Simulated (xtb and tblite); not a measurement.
Torsional profile of SMILES s1ccc(Oc2sccc2)c1 (C₈H₆OS₂). Scanned: dihedral S3–C4–O5–C6 and dihedral C4–O5–C6–C7; all other coordinates were relaxed at GFN2-xTB. Points at φ and −φ are mirror images.

Atom numbering (GFN2-xTB optimised geometry, Å):
```
17

C     -3.0961    -0.3260     0.4538
C     -2.7730     0.9882     0.4619
S     -1.1757     1.2721    -0.1247
C     -0.9424    -0.4415    -0.3606
O      0.1712    -0.9571    -0.9219
C      1.3742    -0.3393    -0.7014
C      1.7769     0.2880     0.5089
C      3.0450     0.7591     0.4360
S      3.7732     0.4438    -1.0874
C      2.3494    -0.3257    -1.6541
C     -2.0493    -1.1531    -0.0157
H     -4.0468    -0.7069     0.7804
H     -3.3637     1.8248     0.7762
H      1.1520     0.3664     1.3799
H      3.6048     1.2689     1.1937
H      2.3057    -0.7390    -2.6405
H     -2.1057    -2.2224    -0.0952
```

Computed with xtb and tblite with GFN2-xTB.

Energy in kcal/mol above the lowest grid point; x is the dihedral S3–C4–O5–C6 (°), y the dihedral C4–O5–C6–C7 (°).

```
y \ x  -150  -120  -90  -60  -30    0   30   60   90  120  150  180
-----  ----  ----  ---  ---  ---  ---  ---  ---  ---  ---  ---  ---
180     1.5   1.0  0.9  0.3  0.3  0.5  0.3  0.3  0.9  1.0  1.5  2.9
150     3.3   2.5  1.9  0.6  0.0  0.5  1.1  1.6  1.9  1.5  1.0  1.9
120     3.3   4.2  3.7  2.4  1.2  1.0  1.7  2.8  3.6  3.2  2.2  2.2
90      3.2   4.3  4.4  3.4  2.1  1.5  2.0  3.3  4.4  4.3  3.2  2.6
60      1.9   3.0  3.5  2.9  1.9  1.0  1.0  2.3  3.6  4.3  3.5  1.9
30      1.2   1.7  2.3  2.3  2.0  1.4  0.5  0.9  2.2  3.0  4.3  2.7
0       2.6   1.7  1.6  1.2  1.5  1.8  1.5  1.2  1.6  1.7  2.6  4.3
-30     4.3   3.0  2.2  0.9  0.5  1.4  2.0  2.3  2.3  1.7  1.2  2.7
-60     3.5   4.3  3.6  2.3  1.0  1.0  1.9  2.9  3.5  3.0  1.9  1.9
-90     3.2   4.3  4.4  3.3  2.0  1.5  2.1  3.4  4.4  4.3  3.2  2.6
-120    2.2   3.2  3.6  2.8  1.7  1.0  1.2  2.4  3.7  4.2  3.3  2.2
-150    1.0   1.5  1.9  1.6  1.1  0.5  0.0  0.6  1.9  2.5  3.3  1.9
```

The six lowest points that lie below all their neighbours on the grid: x = -30, y = 150 (0.0 kcal/mol); x = 30, y = -150 (0.0 kcal/mol); x = -30, y = -30 (0.5 kcal/mol); x = 30, y = 30 (0.5 kcal/mol); x = -150, y = -150 (1.0 kcal/mol); x = 150, y = 150 (1.0 kcal/mol). The lowest path on the grid from the first to the second passes x = 0, y = 180 at 0.5 kcal/mol.
